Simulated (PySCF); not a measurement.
Ionising PI

PBE0; PySCF, spin-free X2C with a Gaussian nucleus, basis sets P x2c-SVPall, I x2c-SVPall. Neutral (UKS): triplet (π ↑↑), Re = 2.391 Å, ωe = 374 cm⁻¹, De = 2.48 eV, HOMO -6.65 eV, LUMO -2.88 eV.

PI⁺ (UKS): doublet (π ↑), Re = 2.270 Å, ωe = 464 cm⁻¹, De = 4.11 eV to P + I⁺. The energies at the minima are -7456.36781 hartree for PI and -7456.04020 for PI⁺.

Question: Work out the adiabatic ionisation energy, without and with harmonic zero-point energies (1 hartree = 27.2114 eV, 1 eV = 8065.5 cm⁻¹), and the change of the bond length.

Answer: At PBE0: 0.32761 hartree = 8.915 eV between the minima; the zero-point term (464.0 − 374.0)/2 cm⁻¹ = +0.006 eV makes it 8.920 eV. Re changes by -12.1 pm against the neutral. The electron leaves a π orbital, and the shorter bond of the ion fits an antibonding orbital, or a change in how ionic the bond is.

These are scalar-relativistic numbers at best; spin–orbit coupling would shift them, the dissociation energy most. For an ion De counts to the pair picked by the measured ionisation energies or electron affinities, which need not be the lowest pair at this level. States were picked by a PBE0 search and need not be the measured ground states.
